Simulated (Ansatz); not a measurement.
```yaml
crystal:
  periodic: [false, false, false]
  atoms:
    - {symbol: Mn, position_ang: [0.121071, 1.482244, -0.157284]}
    - {symbol: Mn, position_ang: [0.972050, -0.959276, -0.024533]}
    - {symbol: Mn, position_ang: [-1.439206, -0.667932, 0.014837]}
basis:
  gaussian: {orbitals: "6-31G*"}
total_charge: 1
magnetization: {spin_polarized: true, initial_magnetization: 12}
hamiltonian: {xc: {name: PBE0}}
scf: {lower_state_search: full}
```

```sh
$ ansatz run in.yaml --threads 4 --pin off --events-out ev --progress --plain --max-ram 3916MiB
```

Shortened log:

```
Functional definition: PBE0
943 factors; integrals over basis functions are off by at most 1.1e-3 eV
mean field evaluation 1: about -93893.9790 eV, gradient 8.8e1 eV
mean field evaluation 2: about -93894.0661 eV, gradient 8.7e1 eV
mean field evaluation 4: about -93870.2122 eV, gradient 1.0e2 eV
mean field evaluation 8: about -93922.3361 eV, gradient 1.1e1 eV
mean field evaluation 16: about -93923.0959 eV, gradient 4.8e-2 eV
mean field evaluation 32: about -93923.0973 eV, gradient 4.9e-1 eV
mean field evaluation 64: about -93704.7410 eV, gradient 1.3e2 eV
mean field evaluation 96: about -93850.4864 eV, gradient 5.4e1 eV
mean field evaluation 128: about -93785.2915 eV, gradient 9.1e1 eV
mean field evaluation 160: about -93775.8256 eV, gradient 9.0e1 eV
mean field evaluation 192: about -93778.0524 eV, gradient 8.9e1 eV
mean field evaluation 224: about -93840.7870 eV, gradient 5.2e1 eV
mean field evaluation 256: about -93923.1636 eV, gradient 1.9e-2 eV
mean field evaluation 288: about -93923.0552 eV, gradient 1.2e0 eV
mean field evaluation 320: about -93902.6770 eV, gradient 7.3e1 eV
mean field evaluation 352: about -93923.1637 eV, gradient 1.4e-5 eV
mean field evaluation 384: about -93904.3884 eV, gradient 5.4e1 eV
mean field evaluation 416: about -93913.3076 eV, gradient 6.2e0 eV
mean field evaluation 448: about -93543.6727 eV, gradient 1.1e2 eV
mean field evaluation 480: about -93372.7314 eV, gradient 1.8e2 eV
mean field evaluation 512: about -93373.6868 eV, gradient 1.8e2 eV
mean field evaluation 544: about -93498.3508 eV, gradient 1.4e2 eV
mean field evaluation 576: about -93498.2310 eV, gradient 1.4e2 eV
mean field evaluation 608: about -93411.1298 eV, gradient 1.7e2 eV
mean field evaluation 640: about -93518.8193 eV, gradient 1.5e2 eV
mean field evaluation 672: about -93910.9648 eV, gradient 2.6e1 eV
mean field evaluation 704: about -93904.6007 eV, gradient 2.5e1 eV
mean field evaluation 736: about -93923.1637 eV, gradient 3.2e-4 eV
mean field evaluation 768: about -93923.1637 eV, gradient 1.1e-2 eV
mean field evaluation 800: about -93922.7621 eV, gradient 1.1e0 eV
mean field evaluation 832: about -93923.1637 eV, gradient 2.2e-3 eV
mean field evaluation 864: about -93922.2853 eV, gradient 4.9e0 eV
mean field evaluation 896: about -93923.1637 eV, gradient 5.5e-2 eV
mean field evaluation 928: about -93923.1581 eV, gradient 2.2e-1 eV
mean field -93923.16369958 eV, -3451.6126025528 hartree, gradient 2.3e-6 eV, S^2 43.483615; 16 other end points of the search recorded, 0 dependent functions left out
reference -93923.16373013 eV, -3451.6126036755 hartree; 43, 31 occupied and 65, 77 virtual orbitals, 943 factors
Total energy: -93923.16373013 eV, -3451.6126036755 hartree
```

Run time 57 s (4 threads of Arm Neoverse V2 on a shared host), peak host memory 0.56 GiB.

The 6-31G sets use Cartesian d functions. The charge 1 multiplicity 13 is spin-contaminated (final ⟨S²⟩ up to 43.48, 42.00 for a pure state).
